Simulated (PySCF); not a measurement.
# Xenon: highly charged ions in a basis for the neutral atom

Xe¹⁰⁺ [Kr] 4d8, Xe¹¹⁺ [Kr] 4d7. Computed with PySCF 2.14 in x2c-SVPall (6s5p3d, 36 functions), with the spin-free X2C one-electron Hamiltonian (Gaussian nucleus). No spin-orbit coupling, so a gap to NIST mixes the basis error with missing relativistic terms.

Changed run: basis of the neutral atom used for a highly charged ion. This setting is unsound on purpose.

```
species  method  sound run (hartree)  changed run (hartree)  converged
  Xe¹⁰⁺     UHF              not run            -7413.06399        yes
  Xe¹⁰⁺  M06-2X              not run            -7416.22312        yes
  Xe¹⁰⁺     PBE              not run            -7415.11420        yes
  Xe¹¹⁺     UHF              not run            -7404.49077        yes
  Xe¹¹⁺  M06-2X              not run            -7407.57751        yes
  Xe¹¹⁺     PBE              not run            -7406.47868        yes
```

Ionisation energy of Xe¹⁰⁺:

```tsv
method	changed run (eV)	NIST (eV)
UHF	233.29	229.02 ± 0.2
M06-2X	235.26	229.02 ± 0.2
PBE	234.98	229.02 ± 0.2
```

The contracted functions were made for the neutral atom and can be too rigid for a highly charged ion.
